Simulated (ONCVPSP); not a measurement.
# Varying the ONCV potential for H

Base potential:

ONCVPSP 4.0.1 input, shortened (lines: element, Z, core and valence counts, functional; n l f; lmax; l rc ep ncon nbas qcut; lloc lpopt rc5 dvloc0; l nproj debl; icmod fcfact rcfact), PBE, non-relativistic:

```
  H 1.00    0    1        4      upf
    1    0    1.00
    1
    0    0.90    0.00    4    8    7.30
    1    0.75    0.26    4    8   12.60
    4    5    0.60    0.00
    0    2    3.40
    1    2    1.30
    0    0.00    0.00
```

Cutoffs, loose and tight: the cutoffs (Ha) at which the residual kinetic energy of the hardest occupied pseudo-wave falls to 1 and 0.1 mHa per electron. They do not see the model core or the augmentation charge, which bear on the density cutoff. Test errors are all-electron minus pseudo excitation energies from the reference, over the configurations 1s0.5. A dash means not determined; rows that change the core or the reference have their own tests.

```
      change    outcome  cutoff, loose  cutoff, tight  bound ghosts  GHOST(+) flags above zero
        base  generated          19 Ha          33 Ha          none                       none
 s: qcut 5.4  generated          19 Ha         171 Ha          none                       none
 s: qcut 6.2  generated          19 Ha         105 Ha          none                       none
 s: qcut 7.2  generated          19 Ha          41 Ha          none                       none
 s: qcut 8.2  generated          20 Ha          31 Ha          none                       none
s: qcut 10.1  generated          23 Ha          35 Ha          none                       none
  s: qcut 11  generated          24 Ha          38 Ha          none                       none
```

Q: What comes out with this change to the base: s: qcut 4.5?

A: outcome: generated; cutoff, loose: 38 Ha; cutoff, tight: 188 Ha; bound ghosts: none; GHOST(+) flags above zero: none.

Q: What comes out with this change to the base: s: qcut 9.1?

A: outcome: generated; cutoff, loose: 22 Ha; cutoff, tight: 33 Ha; bound ghosts: none; GHOST(+) flags above zero: none.

Reading the sweep of the qcut of the s channel (base included, trends over the rows without a ghost): The loose cutoff is not monotonic: lowest 19 Ha at 6.2 1/bohr, highest 38 Ha at 4.5 1/bohr.
